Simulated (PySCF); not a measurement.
ClSr (SMILES [Cl][Sr+]), charge +1, singlet, geometry from GFN2-xTB (such geometries of metal compounds can be far from the true shape) (core potentials on Sr).

Input for PySCF:
```python
from pyscf import gto, scf, dft

mol = gto.Mole()
mol.atom = '''
    Sr   -0.00000000   -0.00000000   -0.76811428
    Cl    0.00000000    0.00000000    1.71696133
'''
mol.basis = 'def2-tzvp'
mol.ecp = {'Sr': 'def2-tzvp'}
mol.charge = 1
mol.verbose = 4
mol.build()

mf = dft.RKS(mol)
mf.xc = 'r2scan'
mf.grids.atom_grid = (99, 590)
mf.grids.prune = None
mf.kernel()
```

Q: Estimate the HOMO energy that R2SCAN/def2-TZVP in PySCF returns for this input.

A: -11.44 eV

Q: Estimate the HOMO-LUMO gap that R2SCAN/def2-TZVP returns for this input.

A: 4.72 eV

Q: Predict the total energy from R2SCAN/def2-TZVP.

A: -490.770966 Ha
